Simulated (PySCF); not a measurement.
Compound: C₇H₆ClOP.
SMILES: `Cc1cpc(Cl)cc1C=O`

Level of theory: TDDFT CAM-B3LYP/def2-SVPD, vertical, gas phase, core orbitals frozen in the response (PySCF 2.14.0, density-fitted response routines). Geometry: PBE0-D3(BJ)/def2-SVP, one conformer, isolated molecule. Torsions of this conformer, `[CH3:1][c:2]1[cH:3][p:4][c:5]([Cl:6])[cH:7][c:8]1[CH:9]=[O:10]`: C7–C8–C9–O10 0°.

Computed states:

```
state  E (eV)       f
   S1    3.65  0.0001
   S2    4.04   0.069
   S3    4.57   0.178
   S4    4.75   0.015
   S5    5.53   0.372
   S6    5.69  0.0001
   S7    6.02  0.0000
   S8    6.16   0.290
   S9    6.30  0.0000
  S10    6.38   0.024
```

Broadening: Gaussians 0.4 eV wide at half height, area fixed by f = 4.319×10⁻⁹ ∫ε dν̃. The width is an assumption, not a result. The curve ends short of the highest state used, and states not computed would add to its high-energy end.

Question: What does the envelope look like, and where are its maxima?

Answer: 
λ (nm), ε (L mol⁻¹ cm⁻¹) and a bar:
```
    214.6      10628 #############
    223.0      24878 ##############################
    231.4      14629 ##################
    239.7       2656 ###
    248.1       1008 #
    256.5       4388 #####
    264.8      10445 #############
    273.2      12360 ###############
    281.6       8153 ##########
    290.0       4577 ######
    298.3       4354 #####
    306.7       4784 ######
    315.1       3880 #####
    323.4       2248 ###
    331.8        959 #
    340.2        319 
    348.6         88 
    356.9         23 
    365.3          6 
    373.7          2 
    382.1          1 
    390.4          0 
    398.8          0 
    407.2          0
```

Maxima: 306 nm (4.05 eV), ε about 4800, made up of S2 (97%); 271 nm (4.57 eV), ε about 13000, made up of S3 (95%); 224 nm (5.53 eV), ε about 25000, made up of S5 (100%) (ε in L mol⁻¹ cm⁻¹; maxima over ε = 5, shares over 10%).

Question: On this curve, what absorbance would a 10⁻⁵ mol/L sample give at 355 nm over a 1 cm path?

Answer: 355 nm is 3.493 eV, where ε is about 31 L mol⁻¹ cm⁻¹, so A = ε c l ≈ 0.00031 (Beer–Lambert, with the gas-phase spectrum and the assumed width).

Question: Does any computed singlet lie in the visible range?

Answer: No computed singlet lies in the visible range (380 to 750 nm); the lowest, at 340 nm, stands 0.38 eV above its violet end (3.26 eV); a Tamm–Dancoff triplet lies at 462 nm, without intensity as long as spin–orbit coupling is left out.

Question: What would ε be at 5.53 eV, the highest of these maxima, with half the width (0.2 eV)?

Answer: About 50100 L mol⁻¹ cm⁻¹ against 25100, a factor of about 1.99; a lone state at its own centre would give exactly 2.

All these states lie below the vertical ionisation energy of 9.10 eV (ΔSCF).
